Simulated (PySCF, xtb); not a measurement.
MoF6, SMILES [F][Mo]([F])([F])([F])([F])[F], multiplicity 1.

Harmonic wavenumbers (cm⁻¹) from xtb 6.7.1 with GFN2-xTB at its own minimum, in rising order: 184, 184, 184, 318, 318, 318, 324, 324, 324, 511, 511, 568, 640, 641, 641.

**Question.** What does B3LYP-D3(BJ)/def2-SVP (PySCF) give at its own minimum? (The exact figures need the calculation; the answer reports its results.)

**Answer.** 129, 129, 129, 260, 260, 260, 310, 310, 310, 663, 663, 744, 760, 760, 760. Paired by order, the mean absolute difference is 81 cm⁻¹ and the zero-point energies are 8.6 and 9.2 kcal/mol.
